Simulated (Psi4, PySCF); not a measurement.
The PySCF input:
```python
from pyscf import gto, scf, dft

mol = gto.Mole()
mol.atom = '''
    P    -0.00149906    0.07431072    0.08210974
    H     0.97078349   -0.55479397   -0.60060040
    H    -0.94829753   -0.55986685   -0.63104570
'''
mol.basis = 'aug-cc-pvdz'
mol.charge = -1
mol.verbose = 4
mol.build()

mf = dft.RKS(mol)
mf.xc = 'wb97x'
mf.grids.atom_grid = (99, 590)
mf.grids.prune = None
mf.kernel()
```

Problem. Give the equivalent Psi4 input.

Solution. One answer among several that fit: 
```
memory 2 GB

molecule mol {
-1 1
P    -0.001499    0.074311    0.082110
H     0.970783   -0.554794   -0.600600
H    -0.948298   -0.559867   -0.631046
}

set {
  basis aug-cc-pvdz
  reference rks
  scf_type pk
  puream true
  d_convergence 1e-8
  dft_radial_points 99
  dft_spherical_points 590
}

energy('wb97x')
print_variables()
```

Both were run: PySCF gave -342.533402 Eh and Psi4 -342.533406 Eh, 0.005 mEh apart.
